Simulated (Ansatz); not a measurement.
Basis-set series for C$_{2}$H$_{3}$F$_{2}$GeN, SMILES `[CH3][Ge]([F])([F])[C]#N`. Total charge 0; spin multiplicity 1. The structure was optimised at the PBE0-D4/def2-TZVP level.

```tsv
atom	x (Å)	y (Å)	z (Å)
C1	0.773	-0.342	1.059
Ge2	-0.270	-0.298	-0.542
F3	0.643	-0.785	-1.913
F4	-1.599	-1.382	-0.471
C5	-1.018	1.408	-1.000
N6	-1.438	2.457	-1.219
H7	1.615	0.342	0.965
H8	0.153	-0.043	1.905
H9	1.141	-1.356	1.216
```

```csv
functional,basis,functions,energy (Eh),HOMO (eV),LUMO (eV)
PBE0-D4,def2-SVP,117,-2408.40535,-10.28,-0.91
PBE0-D4,def2-QZVPP,464,-2409.13664,-10.37,-1.13
ωB97M-V,def2-SVP,117,-2408.79836,-12.56,1.29
ωB97M-V,def2-QZVPP,464,-2409.53725,-12.67,0.92
```

**Question.** Give the rows for def2-TZVPP. (Best estimate.)

**Answer.** Ansatz gave: 
```tsv
functional	basis	functions	energy (Eh)	HOMO (eV)	LUMO (eV)
PBE0-D4	def2-TZVPP	245	-2409.07307	-10.35	-1.08
ωB97M-V	def2-TZVPP	245	-2409.47626	-12.65	1.05
```

Positive LUMOs are unbound and depend on the basis. Scalar relativity is left out up to krypton.
